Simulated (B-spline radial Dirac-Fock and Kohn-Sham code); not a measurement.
# What relativity does to the binding energies of Cd²⁶⁺

System: Cd²⁶⁺ in the configuration [Ar] 3d4.

Both columns are ΔSCF binding energies of the configuration average from a radial B-spline solver: non-relativistic Hartree-Fock with a point nucleus, and Dirac-Fock with a finite nucleus and the Coulomb interaction alone, averaged over the two j levels with weights 2j+1.

```
shell  Hartree-Fock (eV)  Dirac-Fock (eV)  shift (eV)  shift (%)
   1s            27055.8          27930.4     +874.58      +3.23
   2s             4922.1           5141.1     +218.95      +4.45
   2p             4655.5           4721.6      +66.17      +1.42
   3s             1670.2           1725.3      +55.15      +3.30
   3p             1561.0           1581.3      +20.29      +1.30
   3d             1396.4           1394.2       -2.21      -0.16
```

Relativity binds 1s, 2s, 2p, 3s, 3p more strongly, among those listed most of all 2s in relative terms, and 3d more weakly, because the contracted s and p shells screen the nucleus better.

Values without a named source are computed, but for edge energies of neutral atoms, which are taken from tables.
